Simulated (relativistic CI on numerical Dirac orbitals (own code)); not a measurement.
## Transition arrays of Se XIV

Computed by Dirac-Coulomb-Breit CI, orbitals from a KLI potential per configuration, model QED (radiative potential, 1s self-energy scaled to tabulated hydrogen-like ionisation energies), valence Slater integrals scaled by 0.9, whole transition arrays (own radial code, finite nucleus).

Configuration list (outside the closed core [Ne] 3s2): 3p⁶3d³, 3p⁶3d²4f, 3p⁵3d⁴, 3p⁶3d²4p, 3p⁶3d²5f. Levels of other configurations are missing.

All E1 lines from the levels of 3p⁶3d³; mean and standard deviation are weighted by gf, and upper levels are sorted by their leading configuration.

```
Upper configuration  Lines    Σgf  Mean (eV)  Mean (nm)  σ (eV)  Strongest line (nm)
           3p⁶3d²4f    721  238.3     252.17      4.917    3.25                4.880
             3p⁵3d⁴   1718  220.2     118.60     10.454    8.40                9.750
           3p⁶3d²4p    466   15.4     186.40      6.652    3.22                6.627
           3p⁶3d²5f    721   94.4     313.77      3.951    3.56                3.927
```

Σgf per state of the lower configuration in bins of 0.2 nm over the central range (centre: value): 3.9: 0.69, 4.1: 0.10, 4.9: 1.75, 5.1: 0.22, 6.5: 0.05, 6.7: 0.07, 9.5: 0.10, 9.7: 0.31, 9.9: 0.12, 10.1: 0.20, 10.3: 0.26, 10.5: 0.16, 10.7: 0.19, 10.9: 0.07, 11.1: 0.08, 11.3: 0.10, 11.5: 0.05, 11.7: 0.05.

Q: How do configuration mixing and the scaling of the Slater integrals move the arrays?

A: Slater scale 0.9, no configuration mixing: 3p⁶3d²4f 252.0 ± 3.2 eV (Σgf 219.8), 3p⁵3d⁴ 118.7 ± 8.4 eV (Σgf 235.0), 3p⁶3d²4p 186.5 ± 3.1 eV (Σgf 18.8), 3p⁶3d²5f 313.6 ± 3.5 eV (Σgf 72.6); Slater scale 1: 3p⁶3d²4f 252.5 ± 3.6 eV (Σgf 241.7), 3p⁵3d⁴ 120.6 ± 9.2 eV (Σgf 221.9), 3p⁶3d²4p 186.4 ± 3.6 eV (Σgf 14.9), 3p⁶3d²5f 313.9 ± 4.0 eV (Σgf 96.1); Slater scale 0.8: 3p⁶3d²4f 251.9 ± 2.9 eV (Σgf 235.0), 3p⁵3d⁴ 116.6 ± 7.6 eV (Σgf 218.4), 3p⁶3d²4p 186.4 ± 2.9 eV (Σgf 15.8), 3p⁶3d²5f 313.6 ± 3.2 eV (Σgf 92.9). With mixing, levels are counted to their leading configuration, so an array can shrink or vanish into another, and the sums then hold other lines.
